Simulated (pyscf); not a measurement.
Single points on ωB97X-D3(BJ)/def2-SVP structures (PySCF, gas phase).

### Question
H₃Si–Si•(SiH₃)–SiH₃ (SMILES [SiH3][Si]([SiH3])[SiH3]) + Cl–SiH₂–Cl (SMILES Cl[SiH2]Cl) -> H₃Si–Si(SiH₃)(SiH₃)–Cl (SMILES [SiH3][Si]([SiH3])([SiH3])Cl) + •H₂Si–Cl (SMILES [SiH2]Cl)
Surface: doublet. Broken: Cl–Si. Formed: Cl–Si. Give ΔE‡ and ΔE from ωB97M-D3(BJ)/def2-TZVP, relative to the separated reactants.

### Answer
ΔE‡ = 96.2 kJ/mol, ΔE = +48.4 kJ/mol. Zero-point energy shifts the barrier by -4.5 kJ/mol. It is an atom transfer, with an imaginary mode of 467i cm⁻¹. This is the saddle that the search found; another between the same sides may lie lower. The angle at the transferred Cl is 177°.
